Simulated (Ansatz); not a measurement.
System: HSO$_{3}$, charge 1, singlet. HSO3+ (SMILES O=S(=O)=[OH+]).
B3LYP-D3(BJ)/def2-TZVP minimum from Ansatz (a first-principles code):
```xyz
5

O     -0.6492    -1.2417    -0.0064
S      0.0694     0.1013     0.0010
O     -0.7450     1.2460    -0.0356
O      1.4597    -0.0583     0.0445
H     -1.6353    -1.1897    -0.0366
```
Charge +1, spin multiplicity 1.

Hartree-Fock and CCSD correlation energies in hartree (Ansatz). Open shells are spin-unrestricted; no spin-orbit coupling. Correlated methods leave the cores frozen. No relativity.

```tsv
basis	X	E(HF)	E(corr, CCSD)
cc-pV(T+d)Z	3	-622.40084	-0.88367
cc-pV(Q+d)Z	4	-622.42440	-0.94587
cc-pV(5+d)Z	5	-622.43064	withheld
```

Fit E(corr) = E∞ + A/X³ to X = 3 and 4, predict X = 5, and compare with the run.

A = (-0.88367 - (-0.94587))/(1/27 - 1/64) = 2.9049; E∞ = -0.94587 - A/64 = -0.99126; at X = 5, E∞ + A/125 = -0.96802. The run gave -0.96879, 0.77 mEh below the prediction. The same form on X = 4 and 5 gives E∞ = -0.99284, 1.58 mEh below the first estimate.
